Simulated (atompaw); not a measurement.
**Pseudopotential generation for hafnium (Hf): PAW (atompaw), PBE, scalar-relativistic.**

- Element: hafnium (Hf)
- Generator: atompaw 4.2.0.5
- Type: PAW
- Functional: PBE
- Relativity: scalar-relativistic
- Frozen core: [Kr] 4d10
- Valence charge: 26
- Reference configuration: 4f14 5s2 5p6 5d3 6s1 6p0
- Partial waves: 5s (bound): rc 1.90 bohr; 6s (bound): rc 1.65 bohr; 5p (bound): rc 1.95 bohr; 6p (bound, empty): rc 2.50 bohr; 5d (bound): rc 2.50 bohr; 5d channel at 1.65 Ry: rc 2.50 bohr; 4f (bound): rc 1.30 bohr; 4f channel at 0.65 Ry: rc 1.30 bohr
- Local potential: troulliermartins scheme with l = 4 at 0 Ry, radius 1.75 bohr
- Core correction: smooth core density matched at 1.75 bohr
- Augmentation charge: besselshape compensation charge, radius 2.10 bohr; PAW radius 2.50 bohr; waves and projectors: custom polynom2 7 10 vanderbiltortho

(1) What does a ghost test show?

(2) Is the overlap operator S = 1 + Σ q|β⟩⟨β| positive definite (Bessel basis up to 400 Ry)?

Answers

(1) No extra level below or beside the all-electron valence levels (s, p, d, f tested).

(2) Yes: its lowest eigenvalue is 0.17 (s channel).
